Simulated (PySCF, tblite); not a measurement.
One entry of a table of gas-phase calculations, keyed by method. Lists by class give the value and the number of equivalent atoms.

```json
{
 "formula": "C5H3F4S",
 "smiles": "F[C@@H]1[CH]SC(C(F)(F)F)=C1",
 "inchi": "InChI=1S/C5H3F4S/c6-3-1-4(10-2-3)5(7,8)9/h1-3H/t3-/m0/s1",
 "charge": 0,
 "multiplicity": 2,
 "geometry_level": "GFN2-xTB",
 "atoms_angstrom": [
  ["F", -2.209, 0.809, -1.358],
  ["C", -1.685, 0.045, -0.292],
  ["C", -1.509, 0.856, 0.929],
  ["S", 0.101, 1.029, 1.432],
  ["C", 0.65, -0.028, 0.146],
  ["C", 2.102, -0.36, 0.04],
  ["F", 2.553, -1.013, 1.124],
  ["F", 2.358, -1.145, -1.014],
  ["F", 2.872, 0.729, -0.091],
  ["C", -0.331, -0.473, -0.651],
  ["H", -2.433, -0.758, -0.177],
  ["H", -2.289, 1.416, 1.401],
  ["H", -0.183, -1.107, -1.506]
 ],
 "electronic_structure_code": "PySCF",
 "results": {
  "GFN2-xTB geometry": {
   "point_group": "C1",
   "rotational_constants_GHz": [2.1, 0.774, 0.649]
  },
  "GFN2-xTB harmonic vibrations, gas phase": {
   "strongest_ir_bands_cm-1_km_per_mol_modes": [
    [836.5, 128.1, 1],
    [1042.4, 313.5, 1],
    [1070.9, 188.8, 1],
    [1201.9, 102.7, 1],
    [1217.6, 99.7, 1],
    [1606.3, 73.9, 1]
   ],
   "zpe_kcal_per_mol": 43.5
  },
  "UKS B3LYP, pcH-1 on C F H S, non-relativistic, mean-field spin-orbit, GIAO": {
   "g_iso": 2.00323,
   "g_tensor": [2.00095, 2.00175, 2.007],
   "s2": 0.757,
   "a_iso_by_class_MHz": [
    ["19F", 391.0, 1],
    ["1H", 92.9, 1],
    ["13C", 78.8, 1],
    ["1H", -50.8, 1],
    ["13C", -11.9, 1]
   ],
   "spin_populations_mulliken_by_atom": [0.05, -0.03, 0.76, 0.14, -0.03, 0.0, 0.0, 0.0, 0.0, 0.11, 0.04, -0.03, -0.01]
  }
 }
}
```

The rotational constants make it an asymmetric top with κ = (2B − A − C)/(A − C) = -0.83, nearer the prolate limit (−1). With B = h/(8π²I), that is 505.379 GHz u Å² over I, the principal moments of inertia are 240.7, 652.6 and 779.2 u Å² (most abundant isotopes); the inertial defect Ic − Ia − Ib is -114.1 u Å² (zero for a rigid planar frame, negative otherwise). ⟨S²⟩ is 0.007 above the pure-spin value S(S + 1) = 0.75. At 9.50 GHz, hν = g·μB·B₀ (B₀ the magnetic field) puts the centre of the isotropic spectrum, to first order, at 338.8 mT.

 In GFN2-xTB open shells enter through the occupations alone, without spin polarisation, so single modes can be far off. Hyperfine couplings depend on the geometry, which wasn't re-optimised at a DFT level. Couplings of like nuclei are plain means over topologically equivalent atoms, as if these changed places fast (by rotation of a methyl-like group, say); in this geometry the members of some sets differ.

The values belong to the conformer `[F:1][C@@H:2]1[CH:3][S:4][C:5]([C:6]([F:7])([F:8])[F:9])=[CH:10]1`: S4–C5–C6–F7 62°.
